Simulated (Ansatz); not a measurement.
Calculated with Ansatz (gas phase, PBE0-D4/def2-TZVP geometries, no zero-point term in ΔE). CBS: MP2 limit from def2 TZ/QZ plus the TZ coupled-cluster correction, frozen cores. Functionals use def2-TZVPP. HSE06 is defined as in plane-wave codes. For Ge outer-core shells are correlated without core-valence functions, which leaves a few kJ/mol of doubt a bond. Scalar relativity is left out up to krypton. Each species was taken in one conformer, which may not be the lowest.

Reaction (ligand exchange at the Si–C bond): `O[SiH2]/C=C/[SiH3]` + `S[CH2][GeH3]` → `[SiH3]S[CH2][GeH3]` + `C=C[SiH2]O`

| level | ΔE (kJ/mol) |
| --- | --- |
| HSE06-D4 | -57.1 |
| PBE | -54.6 |
| SCS-MP2/def2-QZVPP | -57.4 |
| MP2/CBS(def2) | -60.8 |

What does CCSD(T)/CBS give? (Estimate.)

Ansatz gave: -56.9 kJ/mol. The listed levels differ from it by -0.2, 2.3, -0.5, -3.9 kJ/mol.

Largest T1 diagnostic among the species: 0.012.

From BLYP to BHLYP (50 % exact exchange), in def2-TZVPP and without D4, ΔE moves by −3.2 kJ/mol. Leaving LDA and LC-ωPBE aside and taking each functional with its dispersion term where it has one, the values, not all of them listed here, spread over 4.9 kJ/mol, from r2SCAN0-D4 to CAM-B3LYP-D4. LDA lies +3.3 kJ/mol from PBE without D4.
